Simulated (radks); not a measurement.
Problem. Species: the samarium ion Sm3+. Configuration: [Kr] 4d10 4f5 5s1.75 5p6 6p0.25 (fractional occupations, a model configuration). Calculated with a radial shooting solver on a logarithmic mesh with Libxc functionals: Dirac Kohn-Sham, PBE, spin-unpolarised, spherical densities, finite nucleus; open shells are shared between the two j in proportion to 2j + 1; Fermi nuclear charge, rms radius 5.0819 fm.

Spin-orbit splittings of the eigenvalues, e(l+1/2) - e(l-1/2), with zeta = 2 splitting/(2l+1) and mean radii in bohr:

| shell | occ. | splitting (eV) | zeta (eV) | <r> j=l-1/2 | <r> j=l+1/2 |
|---|---|---|---|---|---|
| 2p | 6 | 602.8 | 401.9 | 0.08073 | 0.08736 |
| 3p | 6 | 122.0 | 81.37 | 0.2442 | 0.2569 |
| 3d | 10 | 26.50 | 10.60 | 0.2286 | 0.2326 |
| 4p | 6 | 26.91 | 17.94 | 0.5922 | 0.6208 |
| 4d | 10 | 4.830 | 1.932 | 0.6617 | 0.6718 |
| 4f | 5 | 0.6063 | 0.1732 | 0.8940 | 0.9038 |
| 5p | 6 | 3.986 | 2.657 | 1.520 | 1.599 |
| 5d | 0 | 0.4167 | 0.1667 | 2.164 | 2.197 |
| 5f | 0 | ? | ? | 4.593 | 4.606 |
| 6p | 0.25 | 0.7194 | 0.4796 | 3.650 | 3.789 |

Estimate the 5f splitting.

Solution. 0.01989 eV (zeta = 0.005682 eV).
